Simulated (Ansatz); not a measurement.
Species: C2H5Cl3Si, SMILES `CC[Si](Cl)(Cl)Cl` (charge 0, multiplicity 1).

Task: Give a relaxed geometry from B3LYP-D3(BJ)/def2-SVP (Ansatz, a first-principles code).

Result: the end point of this relaxation (outside a Z-matrix the atoms follow the SMILES, hydrogens last).
Cartesian coordinates (Å) in one orientation:
```xyz
11

C     -1.448    -0.046     0.268
C     -0.151    -0.685    -0.245
Si     1.343     0.415    -0.100
Cl     1.667     0.927     1.876
Cl     1.062     2.154    -1.180
Cl     3.025    -0.543    -0.817
H     -1.684     0.873    -0.290
H     -1.363     0.222     1.333
H     -2.298    -0.737     0.160
H     -0.236    -0.966    -1.309
H      0.083    -1.613     0.305
```
